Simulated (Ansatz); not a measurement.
`[F][Ge][O][SiH3]` + H₂ → SiH₄ + `[OH][Ge][F]` at 600 K and 1 bar (hydrogenolysis of the Si–O bond).

Calculated with Ansatz (gas phase, PBE0-D4/def2-TZVP geometries, no zero-point term in ΔE). CCSD(T)/CBS is the MP2 limit (def2-TZVPP, def2-QZVPP) plus CCSD(T) − MP2 in def2-TZVPP, frozen cores. This one scheme is used for every species. For Ge outer-core shells are correlated without core-valence functions, which leaves a few kJ/mol of doubt a bond. Scalar relativity is left out up to krypton. Each species was taken in one conformer, which may not be the lowest.

```csv
species,CCSD(T)/CBS energy (Eh),H − E (kJ/mol),S (J/(mol·K))
`[F][Ge][O][SiH3]`,-2542.06230,132.8,416.9
H₂,-1.17544,43.9,150.8
SiH₄,-291.46306,108.7,242.3
`[OH][Ge][F]`,-2251.74560,72.2,324.3
```

H − E and S are ideal-gas, rigid-rotor, harmonic terms from PBE0-D4/def2-TZVP, for one conformer and one mirror image of each species. For small species the MP2-based limit differs from directly extrapolated CCSD(T) by up to some mEh (0.8 for H₂); such offsets cancel only in part. 1 Eh = 2625.50 kJ/mol, R = 8.31446 J/(mol·K).

Q: By hand: ΔE, ΔH, ΔS and ΔG.

A: ΔE = (-291.46306) + (-2251.74560) − (-2542.06230) − (-1.17544) = 0.02908 Eh = 76.3 kJ/mol. Δ(H − E) = 108.7 + 72.2 − 132.8 − 43.9 = 4.2, so ΔH = 80.5 kJ/mol. ΔS = 242.3 + 324.3 − 416.9 − 150.8 = -1.1 J/(mol·K). ΔG = 80.5 − 600 × (-1.1)/1000 = 81.2 kJ/mol.

Q: By hand: the equilibrium constant, and the temperature at which ΔG would vanish if ΔH and ΔS stayed fixed.

A: log₁₀ K = −ΔG/(RT ln 10) = -7.1. ΔH and −TΔS have one sign here, so there is no such temperature.

The number of gas molecules stays the same, so ΔS is small and ΔH decides. A doubt of 5 kJ/mol in ΔE shifts log₁₀ K by 0.4 here. Other conformers and mirror images would add mixing entropy, several J/(mol·K) or more a flexible species. These are equilibria of isolated gas molecules and say nothing of rates. Largest T1 diagnostic: 0.015 (customary marks: 0.02 for closed shells, 0.045 for open ones).

ΔS is within the doubt of such terms, so its sign, and with it that verdict, could turn.
